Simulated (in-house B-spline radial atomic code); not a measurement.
Sn²⁺. Computed with a B-spline radial atomic code. Model: non-relativistic spherical atom: semilocal Troullier-Martins pseudo-atom, one channel per l, against all electrons, high spin, G0W0 and RPA with empty states to l = 8, local potential for every l without a channel, a model core (radius 0 = none) keeps its share of the functional.

Without relativity these are model numbers for so heavy an element.

What the tables leave out is listed at the end.

The pseudopotential gives back the lowest level of each angular momentum of its own functional in the configuration it was made in; a second state of the same l is only approximately right. Exact exchange, RPA and GW see the smooth pseudo-orbitals and miss the exchange with the core, for which the functional's share stands in. The column with an uncorrelated core keeps all orbitals and exact exchange, and so separates missing core correlation from pseudisation. Only the three outermost levels and the lowest empty one were computed. RPA here is direct RPA, with no exchange kernel, and its energies carry an (l + 1/2)⁻⁴ tail. A hybrid on a potential with a model core restores only its own semilocal share of the core's exchange.

Command:
```bash
python run_psgw.py task.json out
```
Settings (lengths in bohr, energies in hartree):
```
Z                      50
electrons              48
configuration          [Kr] 4d10 5s2
generated_in           [Kr] 4d10 5s2
functional             pbe,pbe
core_shells            7
radius_factor          0.8
core_correction        False
ion_configuration      [Kr] 4d10 5s1
```

Run time, properties included: 82 s on 1 thread of Arm Neoverse N1 (shared host).

Given: made with PBE; model core radius 0 bohr; local radius 0.782 bohr; mean-field start PBE.

Valence shells of the generating configuration: 4p, 4d, 5s.

Channel: s 1.611, p 0.636, d 0.703 (radii in bohr).

Computed: largest level miss in the spin-unpolarised generating configuration 0.003 eV; valence RPA correlation energy all-electron orbitals -1.1789 hartree; all-electron RPA polarisability, core included 14.016 bohr³; pseudo-atom RPA polarisability 14.2 bohr³; ionisation by mean-field all-electron 29.483 eV; ionisation by mean-field pseudo minus all -0.01 eV; ionisation by RPA pseudo minus all 1.293 eV.

| level | occupied | mean-field all-electron (eV) | mean-field pseudo minus all (eV) | G0W0 all-electron (eV) | G0W0 uncorrelated core minus all (eV) | G0W0 pseudo minus all (eV) | exchange self-energy all-electron (eV) | exchange self-energy pseudo (eV) |
| --- | --- | --- | --- | --- | --- | --- | --- | --- |
| 5s | 1 | -25.048 | 0 | -29.73 | -0.022 | -1.332 | -15.035 | -15.561 |
| 5p (empty) | 0 | -17.744 | -0.465 | -14.585 | 0.021 | -0.101 | -5.0455 | -4.1407 |

(1) What is the ionisation by RPA all-electron?

(2) What is the valence RPA correlation energy pseudo?

Given: mean-field start PBE0.

Computed: valence RPA correlation energy all-electron orbitals -1.1232 hartree; valence RPA correlation energy pseudo -1.3669 hartree; all-electron RPA polarisability, core included 12.783 bohr³; ionisation by mean-field all-electron 29.154 eV; ionisation by mean-field pseudo minus all 0.497 eV; ionisation by RPA all-electron 29.626 eV.

```
     level  occupied  mean-field all-electron (eV)  mean-field pseudo minus all (eV)  G0W0 all-electron (eV)  G0W0 uncorrelated core minus all (eV)  G0W0 pseudo minus all (eV)  exchange self-energy all-electron (eV)  exchange self-energy pseudo (eV)
        5s         1                       -25.926                             -0.44                 -29.642                                 -0.019                      -1.435                                 -14.867                           -16.183
        4d         1                       -47.318                              0.49                 -53.029                                  0.108                        1.08                                 -46.223                            -37.96
5p (empty)         0                       -16.783                            -0.175                 -14.535                                   0.02                        0.01                                 -4.8021                            -3.885
```

(3) What is the pseudo-atom RPA polarisability?

(4) What is the ionisation by RPA pseudo minus all?

Given: mean-field start Hartree-Fock.

Computed: all-electron RPA polarisability, core included 10.749 bohr³; pseudo-atom RPA polarisability 8.1984 bohr³; ionisation by mean-field all-electron 27.423 eV; ionisation by mean-field pseudo minus all 2.194 eV; ionisation by RPA all-electron 29.215 eV; ionisation by RPA pseudo minus all 1.521 eV.

```tsv
level	occupied	mean-field all-electron (eV)	mean-field pseudo minus all (eV)	G0W0 all-electron (eV)	G0W0 uncorrelated core minus all (eV)	G0W0 pseudo minus all (eV)	exchange self-energy all-electron (eV)	exchange self-energy pseudo (eV)
5s	1	-27.651	-2.317	-29.419	-0.011	-1.485	-14.192	-18.198
4d	1	-54.494	2.067	-53.993	0.118	2.075	-46.259	-38.067
5p (empty)	0	-13.456	0.561	-14.458	0.015	0.491	-3.9619	-2.9827
```

(5) What is the valence RPA correlation energy all-electron orbitals?

(6) What is the valence RPA correlation energy pseudo?

Results:

(1) 29.803 eV.

(2) -1.4311 hartree.

(3) 12.061 bohr³.

(4) 1.381 eV.

(5) -0.98808 hartree.

(6) -1.2112 hartree.

Among the listed levels the largest G0W0 shift of the pseudo-atom is +2.08 eV, for 4d on the Hartree-Fock start, while leaving the core uncorrelated moves that level by +0.12 eV. So pseudisation and the lost core exchange, not the missing core correlation, make the error. Not in the tables (levels of low weight, unsolved or above zero; the highest and the empty levels are kept at any weight): on PBE the G0W0 levels 4d (pseudo minus all +1.00 eV, weights 0.69 and 0.81), 4p (pseudo minus all -0.45 eV, weights 0.05 and -0.05); on PBE0 the G0W0 levels 4p (pseudo minus all -0.76 eV, weights 0.02 and 0.07); on Hartree-Fock the G0W0 levels 4p (pseudo minus all +7.90 eV, weights 0.11 and 0.04).
